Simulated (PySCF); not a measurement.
# Mo (molybdenum, neutral) across methods

[Kr] 4d5 5s1, high-spin 7S determinant. Computed with PySCF 2.14 in aug-cc-pVTZ-PP with ECP28MDF, with scalar relativity through the core potential.

```
   method  E (hartree)  mean ε 4p β (eV)  mean ε 5s α (eV)  mean ε 4d α (eV)  Σ⟨r²⟩ (bohr²)    ⟨S²⟩
      PBE     -67.8952           -36.182            -4.667            -4.528          51.79  12.000
     MN15     -67.7384           -39.055            -5.761            -6.342          51.34  12.002
      LDA     -67.7227           -36.259            -4.889            -4.641          51.86  12.000
     BLYP     -67.8361           -36.190            -4.437            -4.225          52.11  12.000
BHandHLYP     -67.7795           -40.279            -5.491            -6.848          51.34  12.000
      UHF    -67.34505           -43.427            -6.476            -9.358          51.65  12.003
     TPSS     -67.8627           -36.371            -4.599            -4.475          51.67  12.000
   r2SCAN     -67.9245           -36.698            -4.953            -4.764          50.91  12.001
```

(1) Estimate the same row for PBE0.

Energies and moments cover only the electrons outside the core potential.

## Answers

(1) E (hartree) = -67.8778; mean ε 4p β (eV) = -38.238; mean ε 5s α (eV) = -5.205; mean ε 4d α (eV) = -5.818; Σ⟨r²⟩ (bohr²) = 51.29; ⟨S²⟩ = 12.001.
